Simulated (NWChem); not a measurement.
# Relativistic effects in Br

```xyz
1

Br     0.0000     0.0000     0.0000
```
Charge 0, spin multiplicity 2.

All runs are NWChem calculations.

Functional PBE0, all-electron basis x2c-SVPall-2c, contracted for the X2C Hamiltonian and used here with ZORA. The ion keeps the geometry and has multiplicity 3 in the scalar run; the spin-orbit run starts from the same electron counts.

The cost column gives rough processor time relative to scalar ZORA; each entry includes its own SCF.

No SCF solution was tested for a lower state.

```
Hamiltonian      ΔSCF ionisation energy (eV)  relative cost
---------------  ---------------------------  -------------
scalar ZORA                            11.82              1
spin-orbit ZORA                          ___        under 3
```

**Question.** Fill in the missing entries.

**Answer.** 
- spin-orbit ZORA, ΔSCF ionisation energy (eV): 11.75
